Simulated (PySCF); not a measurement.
A GIAO shielding run with PySCF 2.14.0 with density-fitted response routines (density fitting, non-relativistic, gas phase) on `CCCO[SiH2]CCl`, C4H11ClOSi:

```
{"job": {"kind": "nmr", "xc": "PBE0", "basis": "pcSseg-1"}, "charge": 0, "multiplicity": 1}
C      2.796983     1.001571    -1.223683
C      1.387637     1.106916    -0.657591
C      0.784393    -0.268042    -0.393510
O     -0.510308    -0.122429     0.124594
Si    -1.557832    -1.269186     0.564162
C     -3.038992    -0.229727     1.145735
Cl    -4.320495    -1.340738     1.678219
H      3.449547     0.479234    -0.528198
H      3.205439     1.992279    -1.402992
H      2.791940     0.455057    -2.163722
H      1.400547     1.665757     0.279473
H      0.740998     1.640386    -1.356091
H      0.741234    -0.849180    -1.321945
H      1.401639    -0.824713     0.321252
H     -1.949539    -2.129408    -0.555021
H     -1.054640    -2.096027     1.663806
H     -2.809136     0.408959     1.994543
H     -3.468173     0.385610     0.359329
```

Hardware: 1 thread of an Arm Neoverse V1, shared host. The job also computes population analyses, field gradients.

**Question.** How large is the calculation?

**Answer.** 74 electrons, 188 basis functions and 1021 auxiliary functions.

**Question.** How long does it take?

**Answer.** 37 s of wall time, with 13 SCF cycles and 4 response iterations. Times on a shared host scatter by some tens of per cent.
